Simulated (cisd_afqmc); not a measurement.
Species: C, charge 0, triplet.

Phaseless AFQMC (cisd_afqmc on Ansatz's integrals) in cc-pVTZ, frozen core: how the trial state and the time step act. The spread is the standard deviation of the local energy over walkers; bars are one sigma, widened where a walk drifts.

```csv
trial,step (1/Eh),walkers x blocks averaged,spread (Eh),energy (Eh)
CISD,0.005,58200,0.007,-37.7810 ± 0.0001
CISD,0.0025,53400,0.006,-37.7810 ± 0.0001
HF,0.005,276800,0.079,-37.7762 ± 0.0004
```

FCI in the same basis (Ansatz) gives -37.7812 Eh.
